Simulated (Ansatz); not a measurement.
Consider the cleavage of the Si–Ge bond: `C[CH2][GeH2][SiH3]` + H₂S → `[SiH3]S` + `C[CH2][GeH3]`.

Program: Ansatz. Geometries: PBE0-D4/def2-TZVP. ΔE: electronic, gas phase. CCSD(T)/CBS adds triple-zeta CCSD(T) − MP2 to the extrapolated MP2 energy (def2 sets, frozen cores). This one scheme is used for every species. DFT in def2-TZVPP. For Ge outer-core shells are correlated without core-valence functions, which leaves a few kJ/mol of doubt a bond. Scalar relativity is left out up to krypton. Each species was taken in one conformer, which may not be the lowest.

```csv
level,ΔE (kJ/mol)
r2SCAN-D4,-36.9
ωB97X-V,-37.9
HF/def2-TZVPP,-50.1
MP2/def2-TZVPP,-40.1
SCS-MP2/def2-TZVPP,-41.3
MP2/def2-QZVPP,-41.5
SCS-MP2/def2-QZVPP,-43.1
MP2/CBS(def2),-42.0
```

Problem. What does CCSD(T)/CBS give? (An estimate is asked.)

Solution. Computed: -36.3 kJ/mol. The listed levels differ from it by -0.6, -1.6, -13.8, -3.8, -5.0, -5.2, -6.8, -5.7 kJ/mol.

Largest T1 diagnostic among the species: 0.011.

From PBE to PBE0 (25 % exact exchange), in def2-TZVPP and without D4, ΔE moves by −3.0 kJ/mol. In def2-TZVPP, CCSD(T) changes the Hartree–Fock value by +15.7 kJ/mol (the triples alone add +1.1 kJ/mol) and MP2 by +10.0 kJ/mol.
